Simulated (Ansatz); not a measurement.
**1,2-elimination**

Start structure (C2H8Ge, closed shell), relaxed at PBE0-D4/def2-TZVP:

| atom | x (Å) | y (Å) | z (Å) |
| --- | --- | --- | --- |
| Ge1 | -0.1758 | -0.1906 | -0.7188 |
| C2 | 1.2413 | 1.0569 | -0.2119 |
| C3 | -1.0808 | -0.8824 | 0.8698 |
| H4 | -1.5256 | -0.0640 | 1.4381 |
| H5 | -1.1974 | 0.5275 | -1.6263 |
| H6 | 0.4298 | -1.3623 | -1.5209 |
| H7 | 0.8234 | 1.8985 | 0.3431 |
| H8 | 1.9774 | 0.5568 | 0.4197 |
| H9 | 1.7497 | 1.4437 | -1.0959 |
| H10 | -0.3703 | -1.4045 | 1.5127 |
| H11 | -1.8717 | -1.5795 | 0.5906 |

The step: C₂H₈Ge ([CH3][GeH2][CH3]) → CH₄Ge ([CH2][GeH2]) + CH₄; bonds formed: C2–H4; bonds broken: Ge1–C2, C3–H4. Ansatz 0.2.0; basis: def2-TZVPP and def2-QZVPP; cores frozen in the correlated methods. Filled d shells of the heavier atoms are correlated. The def2 sets are not built for correlating such inner shells, so the correlated values are less sure here. Extrapolation: Hartree–Fock as exp(−7.88 √X), correlation as X^−2.97. Energies below are by CCSD(T) at an estimated basis limit (MP2 extrapolated from triple and quadruple zeta, plus CCSD(T) − MP2 in triple zeta).

Problem. What are the electronic barrier and the energy of the step, from the start structure to the end structure? (Judge from chemistry; the value comes from the calculation.)

Solution. The calculation gives: Barrier 416.6 kJ/mol; step energy 189.1 kJ/mol (uphill); reverse barrier, their difference, 227.6 kJ/mol. Barrier and step energy count from the start structure, the reverse barrier from the end structure.

The saddle point: One imaginary mode of 1786i cm⁻¹.
```json
{"pair": "C2–H4", "start (Å)": "3.41", "saddle (Å)": "1.35", "end (Å)": "1.09"}
{"pair": "Ge1–C2", "start (Å)": "1.95", "saddle (Å)": "2.29", "end (Å)": "3.78"}
{"pair": "C3–H4", "start (Å)": "1.09", "saddle (Å)": "1.67", "end (Å)": "4.00"}
```

Zero-point energy (harmonic, PBE0-D4): ZPE is 232.8 kJ/mol at the start and 211.7 kJ/mol at the saddle, so the barrier goes from 416.6 to 395.5 kJ/mol.

T1 diagnostic: at most 0.013. The restricted Hartree–Fock reference is unstable towards an unrestricted one at one or more of these structures. A large double-excitation amplitude points to some diradical character; no triplet was computed.

Labels in which every atom is bracketed show which atoms are joined, not bond orders.

For scale, one of the runs: CCSD(T)/def2-TZVPP, 222 basis functions, launched by `ansatz run in.yaml --threads 4 --pin off --events-out ev --progress --plain --max-ram 9574MiB`. Time: 96 s of wall clock on 4 CPU threads of an Arm Neoverse V2; the host was shared. Peak host memory: 3.5 GiB.
